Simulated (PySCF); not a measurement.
**Computed properties of AlFCl₂, SMILES [F][Al]([Cl])[Cl]**

AlFCl2, SMILES [F][Al]([Cl])[Cl]. The structure is a stationary point at PBE0-D3(BJ)/def2-SVP. Other conformers were not sampled. All values are computed for the isolated molecule unless a solvent is named; none is compared with measurement here.

**Structure.** The optimised structure has C2v symmetry. All 6 harmonic modes at PBE0-D3(BJ)/def2-SVP (PySCF) are real, so it is a minimum. With heavy atoms numbered as in [Al:1]([F:2])([Cl:3])[Cl:4], the shortest bond between them is Al1–F2 at 1.650 Å and the longest Al1–Cl4 at 2.072 Å.

**Vibrations.** The strongest infrared lines (harmonic, unscaled, degenerate partners summed) lie at 653 cm⁻¹ (204 km/mol, Al 69 %, Cl 31 %), 913 cm⁻¹ (126 km/mol, F 51 %, Al 48 %), 233 cm⁻¹ (67 km/mol, Al 74 %, F 15 %, Cl 11 %). The softest mode is at 151 cm⁻¹ and the zero-point energy is 3.7 kcal/mol.

**Electronic structure.** M06-2X/def2-TZVPD (PySCF) places the frontier levels at -11.05 and -1.18 eV, a gap of 9.87 eV, and gives a dipole moment of 0.56 D and a mean polarisability of 48.1 bohr³.

**Excitations.** TDDFT-PBE0/def2-SVPD (PySCF) has S1 at 6.75 eV (184 nm, f = 0.013, weak); the most intense of the 10 singlets computed lies at 8.58 eV (f = 0.31). T1 (TDA) is at 6.48 eV. No vertical singlet excitation falls in the visible range (under 3.1 eV).

**NMR.** GIAO shifts at HF/pcSseg-2 (PySCF) (non-relativistic, atoms alike by connectivity averaged): ¹⁹F at -135.5 ppm against CFCl3. Without spin–orbit terms, shifts of atoms bonded to Cl or Br come out too high.
